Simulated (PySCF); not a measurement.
# Excitation energy of Ar⁺ by level of theory

Ar⁺ [Ne] 3s2 3p5 (2P) → Ar⁺ [Ne] 3s2 3p4 3d1 (high-spin determinant), as a difference of total energies. All numbers are calculated (PySCF 2.14, the non-relativistic Hamiltonian (point nucleus), in aug-cc-pV(5+d)Z (8s7p6d4f3g2h, 136 functions)). Correlated levels: valence: [Ne] frozen. The calculations carry no spin-orbit coupling.

| method | excitation energy (cm⁻¹) |
| --- | --- |
| UHF | 128130 |
| LDA | 132960 |
| PBE | 130550 |
| PBE0 | 131500 |
| r2SCAN | 132190 |
| MP2 (valence) | 135040 |
| SCS-MP2 (valence) | 136330 |

The promoted electron is Rydberg-like, and one or two diffuse shells describe it only roughly, which tends to raise the upper state.

The determinant of the upper state mixes LS terms, which raises its energy above the lowest term, most at the Hartree-Fock and MP2 levels.
